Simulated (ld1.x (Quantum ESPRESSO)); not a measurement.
Before and after: TM potential for La

- Element: lanthanum
- Generator: ld1.x (Quantum ESPRESSO) 7.5
- Type: norm-conserving Troullier–Martins (Kleinman–Bylander form)
- Functional: LDA (PZ)
- Relativity: fully relativistic
- Frozen core: [Xe]
- Valence charge: 3
- Reference configuration: 4f0 5d1.5 6s1.5 6p0
- Partial waves: 6p (bound, empty): rc 3.30 bohr; 5d (bound): rc 2.55 bohr; 4f (bound, empty): rc 1.50 bohr; 6s (bound): rc 3.90 bohr
- Local potential: the s channel
- Core correction: Bessel-smoothed model core inside 0.80 bohr

Open shells are filled in proportion to 2j + 1 (rel_dist='average').

Change: core correction none.

Cutoffs: the cutoffs (Ry, on a coarse ladder) from which the occupation-weighted sum of valence levels, in a spherical-Bessel basis at the reference potential, stays within 10 and 1 mRy of its value at 400 Ry; they do not see the model core or the augmentation charge, which bear on the density cutoff. Errors are all-electron minus pseudo energies relative to the spin-unpolarised reference configuration.

Q: How do hardness, ghosts and transferability respond?

A: The potential gets neither clearly harder nor softer (10 Ry and 15 Ry → 10 Ry and 15 Ry); both files keep a bound ghost (p); of the 6 tests that both files solve, the error grows in 4 and shrinks in 1 by more than 15 % and 0.3 meV (median size 21.5 → 90.1 meV).

```csv
quantity,base,changed
"cutoff, loose",10 Ry,10 Ry
"cutoff, tight",15 Ry,15 Ry
bound ghosts,"p1/2, p3/2","p1/2, p3/2"
"tests counted (converged, no solver errors)",6 of 7,6 of 7
"error for 4f0 5d1 6s2 6p0, meV [ΔE -0.36 eV]",-15,+11
"error for 4f0 5d1 6s1 6p0, meV [ΔE 5.80 eV]",-21,+20
"error for 4f0 5d1 6s0 6p0, meV [ΔE 16.95 eV]",-86,+125
"error for 4f0 5d1 6s0 6p1, meV [ΔE 8.85 eV]",-22,+92
"error for 4f0 5d0 6s2 6p0, meV [ΔE 6.16 eV]",-173,+245
"error for 4f0 5d1 6s0 6p2, meV [ΔE 4.67 eV]",-19,+88
s: phases at 4.27 bohr within 0.05 rad from the reference energy up to (Ry; the scan ends near 5),1.0,1.0
p1/2: phases at 4.27 bohr within 0.05 rad from the reference energy up to (Ry; the scan ends near 5),1.2,1.2
p3/2: phases at 4.27 bohr within 0.05 rad from the reference energy up to (Ry; the scan ends near 5),1.0,1.0
d3/2: phases at 4.27 bohr within 0.05 rad from the reference energy up to (Ry; the scan ends near 5),0.5,0.5
d5/2: phases at 4.27 bohr within 0.05 rad from the reference energy up to (Ry; the scan ends near 5),0.5,0.5
f5/2: phases at 4.27 bohr within 0.05 rad from the reference energy up to (Ry; the scan ends near 5),0.2,0.2
f7/2: phases at 4.27 bohr within 0.05 rad from the reference energy up to (Ry; the scan ends near 5),0.2,0.2
```

Base: The cutoffs count occupied waves only; the empty 4f level needs 140 Ry at the loose tolerance. Tests not counted: 4f1 5d0 6s2 6p0 (solver errors, printed error -14.1 eV). Changed file: The cutoffs count occupied waves only; the empty 4f level needs 140 Ry at the loose tolerance. Tests not counted: 4f1 5d0 6s2 6p0 (pseudo-atom not self-consistent, printed error -44.2 eV). A true bound ghost makes a file unfit for plane-wave use even where its test errors are small: the radial tests pick states by their node count and pass the ghost by. Where a test does run into it, the solver fails or the error is huge.
